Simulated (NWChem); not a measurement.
Species: MgH$_{2}$Se; SMILES [MgH][SeH]

Results from NWChem. Medium grid unless said otherwise, to which SCAN and Minnesota functionals are sensitive. The geometry was optimised at PBE-D3(BJ)/def2-SVP. Hybrids' shares of exact exchange are those that their runs print; pure functionals count as 0. The functionals differ in more than this share.

```csv
row,share of exact exchange,highest occupied level (eV)
PBE/def2-TZVP,0.00,-5.66
TPSS/def2-TZVP,0.00,-5.74
TPSSh/def2-TZVP,0.10,-6.17
B3LYP/def2-TZVP,0.20,-6.51
B97-2/def2-TZVP,0.21,-6.49
M06/def2-TZVP,0.27,-6.66
MN15/def2-TZVP,0.44,withheld
```

Fit a straight line of the last column on the one before it, predict the withheld value, and compare with the run.


1. Means of the 6 shown rows: x = 0.130, y = -6.205. Slope Σ(x − x̄)(y − ȳ)/Σ(x − x̄)² = -0.2402/0.06560 = -3.662; intercept -5.729.
2. The shown rows scatter about the line by 0.052 (root mean square); the largest residual is -0.07, at TPSSh/def2-TZVP.
3. At x = 0.44 (MN15/def2-TZVP; beyond the shown range) the line gives -7.34.
4. The run gives -7.39, -0.05 from the line, 1.0 times the scatter.
